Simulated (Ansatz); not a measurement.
Born–Oppenheimer molecular dynamics of Cl₄Ge₂H₄ (10 atoms, charge 0, multiplicity 1). It starts at the highest image of a converged band. Of that band: Neighbouring images differ by up to 1.7 eV, so the band resolves the path poorly. A vibrational analysis at the climbing image gives one clearly imaginary mode, 790i cm⁻¹: a first-order saddle point.

These are results of Ansatz, RKS PBE/def2-SVP, not measurements.

```
ensemble                      : NVE (velocity Verlet)
time step                     : 0.5 fs
steps asked                   : 200
starting velocities drawn for : 300 K
seed                          : 2287
```

Frames 2.5 fs apart, positions in Å, forces in eV/Å.

Velocities at 60.0 fs (Å/ps):

```
Ge -4.86 -9.28 2.09
Ge 1.33 2.53 -4.43
H -10.21 -0.11 -28.84
H 4.24 -1.90 -12.26
H 13.81 -10.73 21.93
Cl -3.31 4.47 4.40
Cl 5.24 0.05 3.02
Cl -2.78 -4.88 -4.31
Cl 7.06 13.60 2.76
H 27.60 33.13 -18.40
```

```xyz
10
Properties=species:S:1:pos:R:3:forces:R:3 time_fs=60.0 energy_less_start_eV=-1.134 T=1397
Ge 0.149 0.131 0.279 -0.32 1.07 -2.03
Ge 0.066 0.015 2.687 1.19 1.17 0.78
H -1.373 0.323 3.156 -0.03 -0.10 -0.11
H 0.603 -1.375 3.089 -0.12 -0.08 -0.03
H 1.097 1.165 3.182 -0.74 -0.81 -0.10
Cl 1.870 -0.010 -1.132 -0.23 0.11 0.79
Cl -1.181 1.597 -0.879 0.75 -0.33 0.92
Cl -0.945 -1.614 -0.222 -0.61 -1.33 -0.11
Cl 1.677 2.900 1.024 1.20 1.46 1.21
H 2.413 3.629 1.945 -1.10 -1.15 -1.32
10
Properties=species:S:1:pos:R:3:forces:R:3 time_fs=62.5 energy_less_start_eV=-1.256 T=1514
Ge 0.137 0.108 0.284 -0.17 1.27 -2.16
Ge 0.070 0.022 2.676 1.03 0.84 0.92
H -1.398 0.319 3.081 0.12 -0.11 -0.05
H 0.609 -1.381 3.058 -0.22 -0.01 -0.04
H 1.108 1.114 3.233 -0.70 -0.59 -0.17
Cl 1.862 0.002 -1.120 -0.19 0.06 0.77
Cl -1.167 1.596 -0.871 0.69 -0.35 0.93
Cl -0.952 -1.627 -0.233 -0.65 -1.38 -0.12
Cl 1.696 2.935 1.032 0.78 1.01 0.63
H 2.450 3.678 1.862 -0.70 -0.74 -0.71
10
Properties=species:S:1:pos:R:3:forces:R:3 time_fs=65.0 energy_less_start_eV=-1.303 T=1560
Ge 0.124 0.086 0.286 -0.04 1.41 -2.25
Ge 0.074 0.029 2.666 0.43 0.08 0.72
H -1.416 0.310 3.003 0.19 -0.10 0.04
H 0.602 -1.389 3.023 -0.28 0.01 -0.04
H 1.080 1.031 3.274 -0.18 0.10 0.05
Cl 1.853 0.013 -1.107 -0.14 0.00 0.73
Cl -1.153 1.596 -0.861 0.61 -0.36 0.92
Cl -0.961 -1.643 -0.244 -0.65 -1.37 -0.12
Cl 1.716 2.972 1.040 -1.01 -0.76 -1.12
H 2.453 3.690 1.744 1.07 0.99 1.08
10
Properties=species:S:1:pos:R:3:forces:R:3 time_fs=67.5 energy_less_start_eV=-1.302 T=1559
Ge 0.112 0.066 0.287 0.07 1.50 -2.27
Ge 0.079 0.037 2.656 -0.26 -0.71 0.30
H -1.423 0.294 2.928 0.13 -0.05 0.13
H 0.579 -1.395 2.987 -0.27 -0.04 -0.02
H 1.043 0.954 3.320 0.49 0.84 0.43
Cl 1.844 0.024 -1.093 -0.08 -0.06 0.67
Cl -1.137 1.594 -0.850 0.52 -0.34 0.89
Cl -0.971 -1.661 -0.256 -0.63 -1.32 -0.11
Cl 1.734 3.007 1.048 -1.05 -0.81 -0.97
H 2.510 3.752 1.679 1.10 1.00 0.95
10
Properties=species:S:1:pos:R:3:forces:R:3 time_fs=70.0 energy_less_start_eV=-1.333 T=1589
Ge 0.099 0.047 0.286 0.17 1.54 -2.26
Ge 0.084 0.044 2.647 -0.23 -0.76 0.31
H -1.424 0.276 2.861 -0.01 0.02 0.23
H 0.539 -1.404 2.950 -0.21 -0.10 0.02
H 1.030 0.923 3.389 0.44 0.81 0.36
Cl 1.835 0.036 -1.077 0.01 -0.11 0.59
Cl -1.120 1.592 -0.837 0.41 -0.31 0.84
Cl -0.981 -1.681 -0.267 -0.59 -1.23 -0.07
Cl 1.751 3.042 1.053 0.85 0.97 0.51
H 2.624 3.865 1.664 -0.82 -0.82 -0.53
10
Properties=species:S:1:pos:R:3:forces:R:3 time_fs=72.5 energy_less_start_eV=-1.305 T=1562
Ge 0.087 0.029 0.283 0.23 1.52 -2.22
Ge 0.089 0.050 2.639 0.31 -0.29 0.85
H -1.425 0.259 2.807 -0.10 0.10 0.30
H 0.488 -1.419 2.914 -0.11 -0.08 0.08
H 1.041 0.937 3.477 -0.21 0.15 -0.24
Cl 1.826 0.047 -1.061 0.11 -0.17 0.50
Cl -1.102 1.590 -0.822 0.28 -0.26 0.77
Cl -0.993 -1.703 -0.279 -0.51 -1.09 -0.03
Cl 1.769 3.078 1.060 1.38 1.43 0.78
H 2.696 3.936 1.625 -1.36 -1.31 -0.78
10
Properties=species:S:1:pos:R:3:forces:R:3 time_fs=75.0 energy_less_start_eV=-1.375 T=1629
Ge 0.075 0.012 0.278 0.24 1.43 -2.12
Ge 0.094 0.056 2.630 0.48 -0.05 1.29
H -1.431 0.247 2.771 -0.04 0.15 0.32
H 0.430 -1.439 2.883 -0.02 0.03 0.13
H 1.041 0.961 3.551 -0.61 -0.33 -0.72
Cl 1.817 0.057 -1.044 0.23 -0.23 0.39
Cl -1.084 1.587 -0.807 0.13 -0.18 0.68
Cl -1.006 -1.728 -0.290 -0.42 -0.92 0.03
Cl 1.789 3.116 1.067 0.25 0.37 0.08
H 2.694 3.936 1.543 -0.24 -0.27 -0.08
10
Properties=species:S:1:pos:R:3:forces:R:3 time_fs=77.5 energy_less_start_eV=-1.292 T=1550
Ge 0.063 -0.004 0.271 0.20 1.26 -1.94
Ge 0.099 0.062 2.623 0.12 -0.21 1.33
H -1.440 0.244 2.753 0.10 0.17 0.30
H 0.371 -1.456 2.860 0.07 0.16 0.17
H 1.007 0.967 3.584 -0.53 -0.38 -0.78
Cl 1.808 0.068 -1.026 0.37 -0.28 0.27
Cl -1.066 1.584 -0.790 -0.04 -0.08 0.57
Cl -1.019 -1.753 -0.302 -0.31 -0.73 0.08
Cl 1.809 3.155 1.075 -1.85 -1.50 -0.85
H 2.684 3.926 1.458 1.85 1.59 0.86
10
Properties=species:S:1:pos:R:3:forces:R:3 time_fs=80.0 energy_less_start_eV=-1.398 T=1650
Ge 0.051 -0.018 0.263 0.14 1.02 -1.67
Ge 0.104 0.068 2.617 -0.59 -0.70 0.89
H -1.443 0.252 2.754 0.20 0.17 0.24
H 0.316 -1.464 2.847 0.16 0.22 0.20
H 0.943 0.953 3.573 -0.02 0.01 -0.38
Cl 1.800 0.078 -1.008 0.53 -0.33 0.15
Cl -1.048 1.581 -0.772 -0.22 0.06 0.45
Cl -1.033 -1.780 -0.313 -0.19 -0.52 0.12
Cl 1.827 3.192 1.081 -0.49 -0.30 -0.21
H 2.765 3.992 1.415 0.49 0.37 0.22
10
Properties=species:S:1:pos:R:3:forces:R:3 time_fs=82.5 energy_less_start_eV=-1.305 T=1563
Ge 0.040 -0.032 0.254 0.06 0.74 -1.35
Ge 0.109 0.073 2.612 -1.35 -1.31 0.16
H -1.434 0.269 2.768 0.16 0.16 0.17
H 0.270 -1.460 2.846 0.24 0.16 0.24
H 0.878 0.941 3.540 0.68 0.65 0.30
Cl 1.793 0.087 -0.989 0.69 -0.37 0.02
Cl -1.030 1.577 -0.753 -0.41 0.23 0.30
Cl -1.047 -1.808 -0.325 -0.07 -0.31 0.16
Cl 1.844 3.228 1.087 1.33 1.21 0.36
H 2.874 4.081 1.386 -1.35 -1.16 -0.35
10
Properties=species:S:1:pos:R:3:forces:R:3 time_fs=85.0 energy_less_start_eV=-1.290 T=1547
Ge 0.028 -0.045 0.243 0.00 0.42 -1.02
Ge 0.113 0.078 2.607 -1.47 -1.32 -0.03
H -1.416 0.295 2.793 0.01 0.16 0.11
H 0.238 -1.446 2.860 0.31 0.03 0.27
H 0.852 0.966 3.523 0.88 0.77 0.43
Cl 1.788 0.096 -0.971 0.86 -0.41 -0.11
Cl -1.013 1.575 -0.734 -0.61 0.42 0.15
Cl -1.061 -1.837 -0.336 0.05 -0.10 0.19
Cl 1.863 3.266 1.094 1.31 1.15 0.28
H 2.912 4.108 1.340 -1.33 -1.11 -0.27
10
Properties=species:S:1:pos:R:3:forces:R:3 time_fs=87.5 energy_less_start_eV=-1.374 T=1628
Ge 0.017 -0.058 0.231 -0.05 0.09 -0.71
Ge 0.115 0.081 2.602 -0.92 -0.57 0.55
H -1.397 0.332 2.824 -0.10 0.15 0.07
H 0.225 -1.431 2.889 0.34 -0.07 0.30
H 0.875 1.031 3.526 0.40 0.10 -0.22
Cl 1.783 0.104 -0.952 1.00 -0.44 -0.22
Cl -0.997 1.572 -0.715 -0.80 0.62 0.00
Cl -1.075 -1.865 -0.346 0.15 0.09 0.22
Cl 1.884 3.305 1.101 -0.67 -0.43 -0.14
H 2.880 4.076 1.278 0.66 0.47 0.15
```

Of the whole run (100 fs, mean temperature of the second half 1540 K): The conserved energy stayed within 0.13 meV per atom of its start (net change 0.011 meV per atom), so the integration is sound. The kinetic energy rose, since the run started high on the potential surface and went downhill. It ends in pieces (Cl3Ge2H3 + ClH), so much of that is their flight and rotation, not heat. A run of 0.1 ps of so small a system gives no equilibrium averages. The orbitals stay closed-shell, which can raise the energy where a bond breaks towards radicals; this wasn't checked here.

Run time: 8.8 min on 4 threads of Arm Neoverse V1, with other jobs on the host, peak memory 0.28 GiB.
